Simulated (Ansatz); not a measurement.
Calculated with Ansatz (gas phase, PBE0-D4/def2-TZVP geometries, no zero-point term in ΔE). CBS: MP2 limit from def2 TZ/QZ plus the TZ coupled-cluster correction, frozen cores. This one scheme is used for every species. DFT in def2-TZVPP. B3LYP here is the variant with VWN-RPA as its local correlation; programs differ in this. One conformer a species, not always the lowest.

Consider the ligand exchange at the Si–S bond: `S[SiH2]Cl` + `S[SiH](Cl)Cl` → `Cl[SiH2]S[SiH](Cl)Cl` + H₂S.

(1) Is it downhill or uphill in electronic energy at CCSD(T)/CBS, and by how much? (An estimate is asked.)

(2) What do these levels give: PBE-D4, PBE0-D4, B3LYP-D4, ωB97M-V, PBE, r2SCAN, PBE0, B3LYP, SCS-MP2/def2-TZVPP, CCSD/def2-TZVPP, HF/CBS(def2), CCSD/CBS(def2)? (Best estimate.)

Largest T1 diagnostic among the species: 0.010.

## Answers

(1) Computed: Downhill: ΔE = -1.3 kcal/mol.

(2) Ansatz gave: PBE-D4 -1.3, PBE0-D4 -1.4, B3LYP-D4 -1.9, ωB97M-V -1.1, PBE 0.7, r2SCAN -0.1, PBE0 0.6, B3LYP 1.3, SCS-MP2/def2-TZVPP -1.0, CCSD/def2-TZVPP -0.4, HF/CBS(def2) 1.6, CCSD/CBS(def2) -0.8 kcal/mol.

In def2-TZVPP, CCSD(T) changes the Hartree–Fock value by −2.5 kcal/mol (the triples alone add −0.5 kcal/mol) and MP2 by −3.2 kcal/mol. The D4 term adds −3.3 kcal/mol with B3LYP and −1.9 kcal/mol with PBE0; it sums over pairs of atoms, weighted by their polarisabilities, and B3LYP, whose exchange is more repulsive, gets the larger term.
